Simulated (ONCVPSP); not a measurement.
## Os (Z = 76), ONCV: configuration errors across variants

osmium, optimised norm-conserving Vanderbilt (ONCV), made with ONCVPSP 4.0.1 (PBE, scalar-relativistic). Core [Xe] 4f14, reference 5d7 6s1. Waves: 6s: rc 2.75 bohr, ncon 3, nbas 6, qcut 2 1/bohr, 2 projectors, debl 2.3 Ha; p scattering state at 0.02 Ha: rc 2.75 bohr, ncon 4, nbas 9, qcut 2.5 1/bohr, 2 projectors, debl 3.9 Ha; 5d: rc 1.70 bohr, ncon 3, nbas 7, qcut 6.8 1/bohr, 2 projectors, debl 1.4 Ha. Local part: polynomial inside 1.70 bohr (lpopt 4, dvloc0 1 Ha). Core correction: polynomial model core, fcfact 0.25.

In the p channel the program set the typed energies aside and used 0.050, 3.950 Ha.

All-electron excitation energies from the reference (eV): (1) 5d6 6s2 -0.317; (2) 5d6 6s1 9.260; (3) 5d6 6s0 26.175; (4) 5d6 6s1.5 3.597.

Errors AE − PS in meV (a dash: test not solved or not reliable):

```tsv
change	(1)	(2)	(3)	(4)	bound ghosts	GHOST(+) flags above zero
base	-1.5	-13	-72	-4.2	none	s, p
all radii but the core radius scaled by about 0.81 (s 2.22, p 2.22, d 1.38 bohr); local potential polynomial inside 1.38 bohr (lpopt 4, dvloc0 1 Ha)	-36	-21	-35	-26	none	s, p
all radii but the core radius scaled by about 0.89 (s 2.46, p 2.46, d 1.52 bohr); local potential polynomial inside 1.52 bohr (lpopt 4, dvloc0 1 Ha)	-23	-18	-45	-19	none	s, p
all radii but the core radius scaled by about 0.95 (s 2.62, p 2.62, d 1.62 bohr); local potential polynomial inside 1.62 bohr (lpopt 4, dvloc0 1 Ha)	-14	-18	-61	-13	none	s, p
all radii but the core radius scaled by about 1.14 (s 3.12, p 3.12, d 1.94 bohr); local potential polynomial inside 1.94 bohr (lpopt 4, dvloc0 1 Ha)	+34	-1.0	-129	+22	none	s, p
all radii but the core radius scaled by about 1.23 (s 3.38, p 3.38, d 2.08 bohr); local potential polynomial inside 2.08 bohr (lpopt 4, dvloc0 1 Ha)	+59	+10	-182	+43	none	s, p
all radii but the core radius scaled by about 1.31 (s 3.60, p 3.60, d 2.22 bohr); local potential polynomial inside 2.22 bohr (lpopt 4, dvloc0 1 Ha)	+78	+21	-226	+60	none	s, p
```

Give the same row for: all radii but the core radius scaled by about 1.06 (s 2.92, p 2.92, d 1.80 bohr); local potential polynomial inside 1.80 bohr (lpopt 4, dvloc0 1 Ha).

+14, -8.1, -95, +7.1; bound ghosts: none; GHOST(+) flags above zero: s, p.
